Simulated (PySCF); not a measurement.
Delta-SCF ions had no search for a lower state. Excitations are Tamm–Dancoff values on a coarser integration grid. The basis has no diffuse functions, so Rydberg states are missing or too high.

Cartesian coordinates (Å):
```xyz
8

B      1.7273    -0.0947     0.3049
C      0.4113     0.3052     0.2114
C     -0.7157    -0.4482    -0.3321
N     -1.9233    -0.0753    -0.4162
H      2.8498    -0.4102     0.3954
H      0.1868     1.3034     0.5885
H     -0.4894    -1.4463    -0.7084
H     -2.0468     0.8662    -0.0433
```
Charge 0, spin multiplicity 1.

Task: What S1–T1 gap (TDA), S1 excitation (TDA), HOMO–LUMO gap, total energy, vertical ionisation energy (Delta-SCF), T1 excitation (TDA), dipole moment and HOMO does PySCF with PBE-D3(BJ)/def2-TZVP // CAM-B3LYP-D3(BJ)/def2-TZVP give?

Result: 
```json
{
  "S1–T1 gap (TDA)": "0.41 eV",
  "S1 excitation (TDA)": "2.84 eV",
  "HOMO–LUMO gap": "2.82 eV",
  "total_energy": "-157.9800 Ha",
  "vertical ionisation energy (Delta-SCF)": "9.12 eV",
  "T1 excitation (TDA)": "2.44 eV",
  "dipole_moment": "3.33 D",
  "HOMO": "-5.95 eV"
}
```
